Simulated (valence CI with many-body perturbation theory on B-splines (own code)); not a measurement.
## Energy levels of Tc3+

Computed by configuration interaction combined with many-body perturbation theory (CI+MBPT): four valence electrons over a frozen Dirac-Fock core [Kr], radial functions for each j: 7 s, 7 p, 8 d, 6 f, 4 g, 1 h, with the one-electron correlation potential Σ1 (screened to all orders), the two-electron term Σ2, the three-electron term Σ3, Breit, model QED; selected single and double excitations, second order for the rest, scaled by the run's own slope (own B-spline code, finite nucleus).

No measured levels were compared; by estimate terms of the open shell hold to 2 to 4 % of their energy, and close levels can change places; different configurations can be misplaced against each other by 1,000 to 8,000 cm⁻¹. Among the levels kept, up to 420 cm⁻¹ of a level comes from second order outside the variational space, and about a tenth of that is noise between levels of different J, which matters for small intervals.

Levels 91 to 135 of 223, with energies above the lowest level, 4d4 5D_0. "Leading %" is the weight of the configuration and term that name the level; weights of strongly mixed levels are sums over their largest components and can fall short. In the jj column 3d3/2^4 stands for four electrons in 3d with j = 3/2. Lifetimes count E1, E2, E3, M1 and M2 decay at the calculated energies, and are blank where another channel may lead or the interval is too uncertain; long ones can be off by a factor of two.

```csv
No.,Configuration,Term,J,E (cm⁻¹),Leading %,Second component,Lifetime,Leading jj
91,4d3.5p,3G°,3,129645,82,11 % 4d3.5p 5F°,554 ps,4d3/2^2 4d5/2 5p3/2 (52 %)
92,4d3.5p,3G°,4,130991,70,21 % 4d3.5p 5F°,550 ps,4d3/2 4d5/2^2 5p3/2 (60 %)
93,4d3.5p,3F°,2,131960,85,,649 ps,4d3/2^2 4d5/2 5p3/2 (39 %)
94,4d3.5p,3G°,5,132573,55,34 % 4d3.5p 5F°,568 ps,4d5/2^3 5p3/2 (40 %)
95,4d3.5p,3F°,3,133317,87,,595 ps,4d3/2 4d5/2^2 5p3/2 (48 %)
96,4d3.5p,3P°,0,133928,43,31 % 4d3.5p 5D°,1.55 ns,4d3/2^2 4d5/2 5p1/2 (74 %)
97,4d3.5p,3F°,4,134479,84,,546 ps,4d3/2 4d5/2^2 5p3/2 (36 %)
98,4d3.5p,5P°,1,134534,84,,305 ps,4d3/2^2 4d5/2 5p1/2 (42 %)
99,4d3.5p,3P°,2,135015,55,13 % 4d3.5p 5P°,701 ps,4d3/2^2 4d5/2 5p1/2 (39 %)
100,4d3.5p,5D°,1,135032,54,35 % 4d3.5p 3P°,1.11 ns,4d3/2^2 4d5/2 5p1/2 (54 %)
101,4d3.5p,3H°,4,135051,82,7 % 4d3.5p 3G°,910 ps,4d3/2^2 4d5/2 5p1/2 (36 %)
102,4d3.5p,5P°,2,135791,71,19 % 4d3.5p 5D°,361 ps,4d3/2 4d5/2^2 5p1/2 (30 %)
103,4d3.5p,3H°,5,136254,73,11 % 4d3.5p 3G°,751 ps,4d3/2^2 4d5/2 5p1/2 (37 %)
104,4d3.5p,5D°,0,136832,57,29 % 4d3.5p 1S°,1.51 ns,4d3/2^2 4d5/2 5p3/2 (52 %)
105,4d3.5p,5P°,3,137119,88,5 % 4d3.5p 5D°,302 ps,4d3/2 4d5/2^2 5p3/2 (31 %)
106,4d3.5p,3G°,3,137951,49,22 % 4d3.5p 1F°,352 ps,4d3/2 4d5/2^2 5p1/2 (41 %)
107,4d3.5p,5D°,2,138018,59,15 % 4d3.5p 3P°,923 ps,4d3/2^2 4d5/2 5p3/2 (55 %)
108,4d3.5p,3P°,1,138392,63,25 % 4d3.5p 5D°,601 ps,4d3/2 4d5/2^2 5p3/2 (57 %)
109,4d3.5p,5D°,3,138423,81,5 % 4d3.5p 5P°,910 ps,4d3/2^2 4d5/2 5p3/2 (41 %)
110,4d3.5p,3H°,6,138434,88,9 % 4d3.5p 3I°,934 ps,4d3/2 4d5/2^2 5p1/2 (31 %)
111,4d3.5p,1G°,4,138938,33,28 % 4d3.5p 3H°,378 ps,4d3/2^2 4d5/2 5p1/2 (63 %)
112,4d3.5p,3P°,0,139018,82,15 % 4d3.5p 1S°,385 ps,4d3/2 4d5/2^2 5p1/2 (45 %)
113,4d3.5p,3F°,2,139164,45,17 % 4d3.5p 1D°,535 ps,4d3/2 4d5/2^2 5p1/2 (39 %)
114,4d3.5p,3P°,1,139538,55,13 % 4d3.5p 3D°,446 ps,4d3/2 4d5/2^2 5p1/2 (46 %)
115,4d3.5p,1H°,5,139854,54,16 % 4d3.5p 3G°,724 ps,4d3/2 4d5/2^2 5p3/2 (38 %)
116,4d3.5p,3G°,4,140142,76,7 % 4d3.5p 1G°,308 ps,4d3/2^2 4d5/2 5p3/2 (42 %)
117,4d3.5p,5D°,4,140302,91,,1.09 ns,4d3/2 4d5/2^2 5p3/2 (57 %)
118,4d3.5p,3G°,3,141053,42,29 % 4d3.5p 3F°,325 ps,4d3/2 4d5/2^2 5p3/2 (53 %)
119,4d3.5p,3G°,5,141242,63,24 % 4d3.5p 3I°,369 ps,4d3/2^2 4d5/2 5p3/2 (58 %)
120,4d3.5p,3D°,1,141459,77,9 % 4d3.5p 3P°,481 ps,4d3/2 4d5/2^2 5p1/2 (45 %)
121,4d3.5p,3P°,0,141479,61,29 % 4d3.5p 1S°,758 ps,4d3/2 4d5/2^2 5p3/2 (48 %)
122,4d3.5p,3H°,4,141566,46,38 % 4d3.5p 3F°,340 ps,4d3/2^2 4d5/2 5p3/2 (47 %)
123,4d3.5p,3F°,2,141599,56,19 % 4d3.5p 1D°,432 ps,4d3/2 4d5/2^2 5p3/2 (45 %)
124,4d3.5p,1F°,3,142074,50,35 % 4d3.5p 3F°,504 ps,4d3/2^2 4d5/2 5p3/2 (33 %)
125,4d3.5p,3P°,2,142111,54,13 % 4d3.5p 5S°,439 ps,4d3/2 4d5/2^2 5p1/2 (22 %)
126,4d3.5p,3H°,5,142301,88,5 % 4d3.5p 3I°,382 ps,4d3/2 4d5/2^2 5p1/2 (37 %)
127,4d3.5p,3H°,6,143048,85,12 % 4d3.5p 1I°,403 ps,4d3/2^2 4d5/2 5p3/2 (36 %)
128,4d3.5p,3D°,2,143351,49,18 % 4d3.5p 3F°,497 ps,4d3/2 4d5/2^2 5p3/2 (39 %)
129,4d3.5p,3I°,5,143829,47,34 % 4d3.5p 1H°,872 ps,4d3/2 4d5/2^2 5p3/2 (45 %)
130,4d3.5p,5S°,2,143859,74,16 % 4d3.5p 3P°,789 ps,4d3/2 4d5/2^2 5p3/2 (53 %)
131,4d3.5p,1G°,4,143924,65,10 % 4d3.5p 3G°,385 ps,4d5/2^3 5p3/2 (29 %)
132,4d3.5p,3I°,6,144087,86,8 % 4d3.5p 3H°,1.16 ns,4d3/2 4d5/2^2 5p3/2 (51 %)
133,4d3.5p,3F°,3,144191,59,27 % 4d3.5p 3D°,348 ps,4d3/2 4d5/2^2 5p3/2 (30 %)
134,4d3.5p,3F°,2,144980,57,29 % 4d3.5p 3D°,325 ps,4d5/2^3 5p1/2 (34 %)
135,4d3.5p,1P°,1,145056,47,34 % 4d3.5p 3S°,314 ps,4d3/2^2 4d5/2 5p3/2 (28 %)
```

Names give the largest LS component (configuration and term), which can be under half, so a name can repeat, a term be missing and a line seem to break the LS rules; names also repeat where a configuration has a term twice.

Where two levels of one J and parity lie close, their mixing, g and order are uncertain.
